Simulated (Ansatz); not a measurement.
Molecule: GeH$_{3}$, net charge 1, singlet state. 
Structure (B3LYP-D3(BJ)/def2-TZVP (Ansatz, a program for electronic structure) minimum search):
```
Ge
H 1 1.5244
H 1 1.5244 2 120.00
H 1 1.5244 2 120.00 3 180.00
```
Charge +1, spin multiplicity 1.

Basis-set convergence of Hartree-Fock and CCSD(T) correlation energies (hartree) with Ansatz. Cores are frozen in the correlated levels unless marked. No spin-orbit coupling. The frozen core is the preceding noble-gas configuration, with the filled d and f shells of earlier blocks. No relativistic terms.

```tsv
basis	functions	E(HF)	E(corr, CCSD(T))
def2-SVP	47	-2076.53029	-0.10619
def2-TZVPP	90	-2076.79569	-0.12434
def2-QZVPP	179	-2076.83881	-0.12934
```

Extrapolating the two largest sets (X = 3 and 4) as X^-3: E(corr) = (64·(-0.12934) - 27·(-0.12434))/37 = -0.1330 Eh, an estimate of the basis-set limit. The largest set recovers 97.3 % of it, the smallest 79.8 %.
